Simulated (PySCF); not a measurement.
Input for PySCF: D3(BJ) and D4 dispersion corrections on CHN (SMILES C#N).

```python
from pyscf import gto
from pyscf.dispersion import dftd3, dftd4

mol = gto.M(
    atom='''
    C     0.29125762    0.19456602   -0.14672380
    N    -0.25247303   -0.29445536    0.73202798
    H     0.80142222    0.65319044   -0.96423133
    ''',
    basis='def2-svp',
    charge=0, spin=0, verbose=0, max_memory=1800)
d3, d4 = {}, {}
for xc in ['hf', 'pbe', 'blyp', 'revpbe', 'tpss', 'r2scan', 'b3lyp', 'pbe0', 'bhlyp', 'camb3lyp', 'b2plyp']:
    d3[xc] = float(dftd3.DFTD3Dispersion(mol, xc=xc, version='d3bj', atm=False).get_dispersion()['energy'])
    print(f'D3(BJ) {xc:10s} {d3[xc]:14.8f} Eh')
for xc in ['hf', 'pbe', 'blyp', 'revpbe', 'tpss', 'r2scan', 'b3lyp', 'pbe0', 'bhlyp', 'camb3lyp', 'b2plyp']:
    d4[xc] = float(dftd4.DFTD4Dispersion(mol, xc={'camb3lyp': 'cam-b3lyp'}.get(xc, xc), atm=True).get_dispersion()['energy'])
    print(f'D4     {xc:10s} {d4[xc]:14.8f} Eh')
```

It printed:

```
D3(BJ) hf            -0.00976160 Eh
D3(BJ) pbe           -0.00084345 Eh
D3(BJ) blyp          -0.00180383 Eh
D3(BJ) revpbe        -0.00234972 Eh
D3(BJ) tpss          -0.00102887 Eh
D3(BJ) r2scan        -0.00020259 Eh
D3(BJ) b3lyp         -0.00145607 Eh
D3(BJ) pbe0          -0.00068574 Eh
D3(BJ) bhlyp         -0.00110606 Eh
D3(BJ) camb3lyp      -0.00057280 Eh
D3(BJ) b2plyp        -0.00063654 Eh
D4     hf            -0.00307435 Eh
D4     pbe           -0.00068092 Eh
D4     blyp          -0.00161464 Eh
D4     revpbe        -0.00274295 Eh
D4     tpss          -0.00092836 Eh
D4     r2scan        -0.00015358 Eh
D4     b3lyp         -0.00110340 Eh
D4     pbe0          -0.00055190 Eh
D4     bhlyp         -0.00072963 Eh
D4     camb3lyp      -0.00054079 Eh
D4     b2plyp        -0.00046607 Eh
```

The run finished.

Cost: about 0.010 core-seconds (a rough figure).
